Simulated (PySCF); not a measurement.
Identify the unknown among the candidates.

All candidates are C3H9FSi2.

* Dipole: 1.68 D [PBE0/def2-SVPD]
* Rotational structure: rotational constants A, B, C: 4.896, 1.217, 1.125 GHz [GFN2-xTB]
* UV, strongest line: among the 8 lowest singlet transitions: S6 at 7.36 eV (168 nm, f = 0.220) [TDDFT PBE0/def2-SVPD]
* Triplet: lowest triplet excitation (Tamm–Dancoff): 6.00 eV [TDA PBE0/def2-SVPD]
* Polarisability: 87.7 au [PBE0/def2-SVPD]
* UV, first state: lowest singlet excitation: 6.25 eV (198 nm, f = 0.000) [TDDFT PBE0/def2-SVPD]

Electronic properties: PySCF, gas phase, density fitting. Levels stand in brackets. Isolated species at its GFN2-xTB geometry (one conformer only).

Question: Which candidate is it?
A. `FC[SiH]1C[SiH2]C1`
B. `FC/C([SiH3])=C\[SiH3]`
C. `C=C(F)[Si@H](C)[SiH3]`
D. `FC1C[SiH2][SiH2]C1`

Answer: A. It is `FC[SiH]1C[SiH2]C1`. Numbering: `[F:1][CH2:2][SiH:3]1[CH2:4][SiH2:5][CH2:6]1`. Its formula, C3H9FSi2, gives 1 degree of unsaturation: 1 ring and 0 π bonds in the structure found. The optimised geometry has point group C1 and is an asymmetric top.

The others, at the same levels:
- `FC1C[SiH2][SiH2]C1` fails: its computed lowest singlet excitation is 6.68 eV (186 nm, f = 0.012) (against 6.25 eV), static isotropic polarisability is 89.8 au (against 87.7 au) and rotational constant A is 2.714 GHz (against 4.896 GHz).
- `C=C(F)[Si@H](C)[SiH3]` fails: its computed lowest triplet excitation (Tamm–Dancoff) is 4.19 eV (against 6.00 eV), strongest line among the 8 lowest singlet transitions is S4 at 7.01 eV (177 nm, f = 0.189) (against S6 at 7.36 eV) and static isotropic polarisability is 95.2 au (against 87.7 au).
- `FC/C([SiH3])=C\[SiH3]` fails: its computed lowest singlet excitation is 5.73 eV (216 nm, f = 0.000) (against 6.25 eV), lowest triplet excitation (Tamm–Dancoff) is 3.85 eV (against 6.00 eV) and strongest line among the 8 lowest singlet transitions is S2 at 6.21 eV (200 nm, f = 0.388) (against S6 at 7.36 eV).

Each candidate is one conformer, not necessarily the lowest. The conformers computed, where there is a choice (atom-mapped SMILES and torsion angles):
- `[F:1][CH2:2][SiH:3]1[CH2:4][SiH2:5][CH2:6]1`: F1–C2–Si3–C4 -174°
- `[CH2:1]=[C:2]([F:3])[Si@H:4]([CH3:5])[SiH3:6]`: C1–C2–Si4–C5 -4°
- `[F:1][CH2:2]/[C:3]([SiH3:4])=[CH:5]\[SiH3:6]`: F1–C2–C3–Si4 1°

The conformers of `FC1C[SiH2][SiH2]C1` aren't listed.
